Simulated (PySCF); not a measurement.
# Two-component Hartree-Fock for Ar⁺ (argon, charge +1)

Start: [Ne] 3s2 3p5; 3p1/2 filled at m_j = -1/2, +1/2; 3p3/2 filled at m_j = -1/2, +1/2, +3/2. Calculated with PySCF 2.14 in x2c-SVPall-2c (4s4p1d, 21 functions): generalised Hartree-Fock with the X2C-1e Hamiltonian and a Gaussian nucleus; one run each with spin-orbit coupling (SO) switched off, then screened by Boettger's factors.

```tsv
spinor shell	electrons	ε, spin-free (eV)	ε, screened SO (eV)	weight of nominal j (screened SO)	rms radius, screened SO (bohr)
1s1/2	2	-3253.3	-3253.3	1.000	0.0992
2s1/2	2	-351.77	-351.75	1.000	0.446
2p1/2	2	-274.78	-276.53	0.993	0.415
2p3/2	4	-274.78	-273.89	0.997	0.418
3s1/2	2	-46.996	-46.988	1.000	1.48
3p1/2	2	-28.611	-28.658	0.632	1.71
3p3/2	3	-28.611	-28.591	0.755	1.71
```

| quantity | spin-free | screened SO |
| --- | --- | --- |
| E (hartree) | -527.87304 | -527.87631 |
| M_J | 3/2 | 3/2 |
| ⟨J²⟩ | 3.756 | 3.756 |
| ⟨L²⟩ | 2.004 | 2.004 |
| ⟨S²⟩ | 0.752 | 0.752 |

Each row is a mean over spinors that exchange with the open shell spreads, by up to 3.774 eV (3s1/2).

Rows whose weight is well below 1 are mixtures of j = l ± 1/2: exchange outweighs spin-orbit coupling there, and the label is only the starting occupation.

Without spin-orbit coupling the j labels of p, d and f shells carry no meaning; the spin-free column gives the mean over the occupied spinors of each nl shell.
